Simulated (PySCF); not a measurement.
## C₆ coefficients of unlike pairs at M06-2X

Calculated with PySCF 2.14 from the dipole response of each species, C₆(A,B) = (3/π) ∫ α_A(iu) α_B(iu) du, in atomic units, from isotropic polarisabilities. For ions this is the dispersion term alone; charge-induced terms of lower order in 1/R come first.

| species | configuration | basis | relativity | α (bohr³) | C₆ (like pair) |
| --- | --- | --- | --- | --- | --- |
| Cr⁺ | [Ar] 3d5 (6S) | x2c-QZVPPall with one added diffuse shell each of s, p, d, f, g type (12s8p6d4f3g) | spin-free X2C | 11.07 | 40.79 |
| Cu²⁺ | [Ar] 3d9 (2D) | aug-cc-pVTZ-DK (8s7p5d3f2g) | spin-free X2C | 2.756 | 7.461 |
| Be⁺ | [He] 2s1 (2S) | aug-cc-pCVTZ-DK (7s6p4d2f) | spin-free X2C | 17.07 | 39.32 |
| Ar⁺ | [Ne] 3s2 3p5 (2P) | aug-cc-pV(T+d)Z (6s5p4d2f) | none | 6.964 | 31.01 |

Task: Estimate C₆ for Ar⁺ with Be⁺.

Result: The integral gives 27.28. The combination rule 2 C_A C_B / (C_A α_B/α_A + C_B α_A/α_B) gives 26.49 and the geometric mean 34.92.

No spin-orbit coupling is included.

The other pairs:

```json
{"pair": "Ar⁺, Cu²⁺", "C₆": "14.55"}
{"pair": "Be⁺, Cu²⁺", "C₆": "11.42"}
{"pair": "Ar⁺, Cr⁺", "C₆": "34.84"}
{"pair": "Be⁺, Cr⁺", "C₆": "35.38"}
{"pair": "Cu²⁺, Cr⁺", "C₆": "16.21"}
```
